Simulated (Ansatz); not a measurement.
LaCl₃: single points at one geometry.

```yaml
crystal:
  periodic: [false, false, false]
  atoms:
    - {symbol: La, position_ang: [-0.006468, -0.001975, 0.432832]}
    - {symbol: Cl, position_ang: [2.543847, -0.024919, -0.106481]}
    - {symbol: Cl, position_ang: [-1.246685, 2.214869, -0.152796]}
    - {symbol: Cl, position_ang: [-1.290685, -2.187974, -0.173555]}
basis:
  gaussian: {orbitals: def2-TZVP, initial_orbitals: start.molden}
hamiltonian: {xc: pbe0, dispersion: d4}
scf: {omitted_lower_state_checks: [starts]}
output: {orbitals: {seedname: orbitals}}
```

The file start.molden holds the orbitals of an earlier run on this structure, at another level or in another basis.

```sh
$ ansatz run in.yaml --threads 4 --pin off --events-out ev --progress --plain --max-ram 3916MiB
```

It prints (some lines left out):

```
Functional definition: PBE0
1158 factors; their error is unknown
mean field evaluation 1: about -38421.2068 eV, gradient 1.6e2 eV
mean field evaluation 2: about -38423.2110 eV, gradient 2.9e0 eV
mean field evaluation 4: about -38423.3591 eV, gradient 1.3e-1 eV
mean field -38423.35911213 eV, -1412.0324030826 hartree, gradient 3.2e-5 eV, S^2 0.000000; 0 other end points of the search recorded, 0 dependent functions left out
reference -38423.35915458 eV, -1412.0324046425 hartree; 31, 31 occupied and 120, 120 virtual orbitals, 1158 factors
Total energy: -38423.46880784 eV, -1412.0364343256 hartree
Checks for a lower state left out: starts
```

It took 3.5 s on 4 threads of Arm Neoverse V1 on a shared host.

The first input with `gaussian: {orbitals: def2-TZVPD, initial_orbitals: start.molden}`, `hamiltonian: {xc: r2scan, dispersion: d4}` (abridged; 5.5 s):

```
Functional definition: r2SCAN
mean field -38433.84855065 eV, -1412.4178828380 hartree, gradient 1.1e-5 eV, S^2 0.000000
Total energy: -38433.87724827 eV, -1412.4189374562 hartree
Checks for a lower state left out: starts
```

As the first input, with `gaussian: {orbitals: def2-SVP, initial_orbitals: start.molden}`, `hamiltonian: {xc: pbe, dispersion: d4}` (abridged; 1 s):

```
Functional definition: PBE
mean field -38408.04350750 eV, -1411.4695649938 hartree, gradient 1.4e-5 eV, S^2 0.000000
Total energy: -38408.16759893 eV, -1411.4741252697 hartree
Checks for a lower state left out: starts
```

As the first input, with `hamiltonian: {xc: {name: wB97M-V}}` (abridged; 9 s):

```
Functional definition: wB97M-V
mean field -38431.75710150 eV, -1412.3410234995 hartree, gradient 1.3e-5 eV, S^2 0.000000
Total energy: -38431.75716915 eV, -1412.3410259857 hartree
Checks for a lower state left out: starts
```

Geometry: PBE-D4/def2-SVP.

In the def2 sets La takes a core potential; there is no spin–orbit coupling.
